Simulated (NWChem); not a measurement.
AlH$_{2}$SOCl; SMILES [OH][Al]([SH])[Cl]

```xyz
6

Al     0.4096    -0.0597     0.0000
Cl    -0.4637     1.8455     0.0000
O      2.0865    -0.2809     0.0000
H      2.7579     0.4031     0.0000
S     -0.8526    -1.8185     0.0000
H      0.2218    -2.6411     0.0000
```
Atoms are numbered in this order, from 1.

Level: PBE0/def2-SVP (NWChem), optimised geometry, unscaled harmonic frequencies. 

Problem. List the harmonic frequencies with IR intensities, and the thermochemistry.

Solution. 
| frequency (cm⁻¹) | IR intensity (km/mol) |
|---|---|
| 132 | 5.3 |
| 192 | 19.7 |
| 217 | 5.0 |
| 256 | 63.8 |
| 325 | 128.0 |
| 420 | 9.4 |
| 536 | 109.7 |
| 624 | 246.4 |
| 654 | 25.8 |
| 912 | 106.7 |
| 2709 | 1.5 |
| 3987 | 133.7 |

```json
{
  "zero_point_energy": "15.7 kcal/mol",
  "thermal correction to the enthalpy at 298.15 K (with zero-point energy)": "20.2 kcal/mol",
  "heat capacity Cv": "19.9 cal/(mol K)",
  "entropy at 298.15 K and 1 atm (symmetry number 1)": "80.0 cal/(mol K)",
  "dipole_moment": "2.03 D"
}
```

Rigid rotor and harmonic oscillator.
